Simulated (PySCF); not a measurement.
# Spinor energies of Pm⁵²⁺ (promethium, charge +52)

Start: [He] 2s2 2p5; 2p1/2 filled at m_j = -1/2, +1/2; 2p3/2 filled at m_j = -1/2, +1/2, +3/2. Calculated with PySCF 2.14 in an even-tempered Gaussian basis (17 s from 32 bohr⁻², ratio 2.4; 13 p from 42 bohr⁻², ratio 2.4; 5 d from 150 bohr⁻², ratio 2.6; 4 f from 220 bohr⁻², ratio 2.6): generalised Hartree-Fock with the X2C-1e Hamiltonian and a Gaussian nucleus; one run each with spin-orbit coupling (SO) switched off, then screened by Boettger's factors.

```csv
spinor shell,electrons,"ε, spin-free (eV)","ε, screened SO (eV)",weight of nominal j (screened SO),"rms radius, screened SO (bohr)"
1s1/2,2,-49619.1,-49606.3,1.000,0.0264
2s1/2,2,-11312.1,-11308.4,1.000,0.104
2p1/2,2,-10579.0,-10988.8,1.000,0.0890
2p3/2,3,-10579.0,-10398.6,1.000,0.0946
```

```
   quantity    spin-free  screened SO
E (hartree)  -6861.94542  -6872.77294
        M_J          3/2          3/2
       ⟨J²⟩        3.750        3.750
       ⟨L²⟩        2.000        2.011
       ⟨S²⟩        0.750        0.761
```

Each row is a mean over spinors that exchange with the open shell spreads, by up to 51.049 eV (2s1/2).

Breit and QED terms are absent; they matter most for the inner s and p1/2 levels.

Densities and radii are taken from the X2C orbitals without a picture-change correction, which distorts them close to the nucleus.

Without spin-orbit coupling the j labels of p, d and f shells carry no meaning; the spin-free column gives the mean over the occupied spinors of each nl shell.
